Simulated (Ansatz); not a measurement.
Consider the formal exchange of groups at the Si–O bond: `O[Si]1(Cl)CO1` + `C/C=C\[NH][AlH2]` → `[AlH2][NH][Si]1(Cl)CO1` + `C/C=C/O`.

Program: Ansatz. Geometries: PBE0-D4/def2-TZVP. ΔE: electronic, gas phase. CCSD(T)/CBS is the MP2 limit (def2-TZVPP, def2-QZVPP) plus CCSD(T) − MP2 in def2-TZVPP, frozen cores. Double bonds are as drawn, so ΔE can hold a change between cis and trans. DFT in def2-TZVPP. Each species was taken in one conformer, which may not be the lowest.

| level | ΔE (kcal/mol) |
| --- | --- |
| B2PLYP | 11.5 |
| r2SCAN | 11.1 |
| PBE0 | 10.6 |
| SCS-MP2/def2-TZVPP | 11.3 |
| CCSD(T)/def2-TZVPP | 10.7 |
| SCS-MP2/def2-QZVPP | 11.4 |
| HF/CBS(def2) | 10.3 |
| MP2/CBS(def2) | 11.9 |

**Question.** What does CCSD(T)/CBS give? (Best estimate.)

**Answer.** Computed: +10.8 kcal/mol. The listed levels differ from it by 0.7, 0.3, -0.2, 0.5, -0.1, 0.6, -0.5, 1.1 kcal/mol.

Largest T1 diagnostic among the species: 0.012.
